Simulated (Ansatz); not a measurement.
Frontier orbitals of `CCCCC(C)Cl`.

```tsv
atom	x (Å)	y (Å)	z (Å)
C1	-0.0416	0.6840	-2.6120
C2	-0.5473	1.4943	-1.4292
C3	-0.9196	0.6591	-0.2111
C4	0.2570	-0.0698	0.4139
C5	-0.0837	-0.8774	1.6493
C6	1.0785	-1.6954	2.1610
Cl7	-0.6511	0.2147	2.9707
H8	-0.7746	-0.0710	-2.9117
H9	0.8924	0.1650	-2.3834
H10	0.1468	1.3236	-3.4772
H11	-1.4260	2.0690	-1.7388
H12	0.2089	2.2333	-1.1394
H13	-1.6874	-0.0724	-0.4940
H14	-1.3739	1.3059	0.5445
H15	1.0504	0.6428	0.6675
H16	0.6883	-0.7736	-0.3076
H17	-0.9422	-1.5221	1.4472
H18	1.9260	-1.0503	2.4022
H19	1.3937	-2.4060	1.3915
H20	0.8052	-2.2538	3.0566
```

Charge 0, multiplicity 1. The geometry is a stationary point of PBE0-D4/def2-TZVP. It is one conformer, not always the lowest. Basis def2-TZVPP, Ansatz 0.2.0.

Question: Compute the vertical ionisation energy as the energy of the cation minus that of the neutral molecule, at each level. (An estimate is asked.)

Answer: The calculation gave: 
```tsv
level	IE (eV)	difference from CCSD(T)/CBS(def2)
PBE-D4/def2-TZVPP	9.70	-1.12
r2SCAN-D4/def2-TZVPP	9.89	-0.93
PBE0-D4/def2-TZVPP	10.25	-0.57
B3LYP-D4/def2-TZVPP	10.23	-0.59
ωB97X-V/def2-TZVPP	10.64	-0.18
ωB97M-V/def2-TZVPP	10.60	-0.22
B2PLYP/def2-TZVPP	10.49	-0.33
HF/def2-TZVPP	9.66	-1.17
MP2/def2-TZVPP	10.85	0.03
CCSD/def2-TZVPP	10.61	-0.21
CCSD(T)/def2-TZVPP	10.63	-0.20
HF/def2-QZVPP	9.65	-1.17
MP2/def2-QZVPP	10.96	0.14
HF/CBS(def2)	9.65	-1.17
MP2/CBS(def2)	11.05	0.23
CCSD/CBS(def2)	10.80	-0.02
CCSD(T)/CBS(def2)	10.82	0.00
```

B3LYP here is the variant with VWN-RPA as its local correlation; programs differ in this.
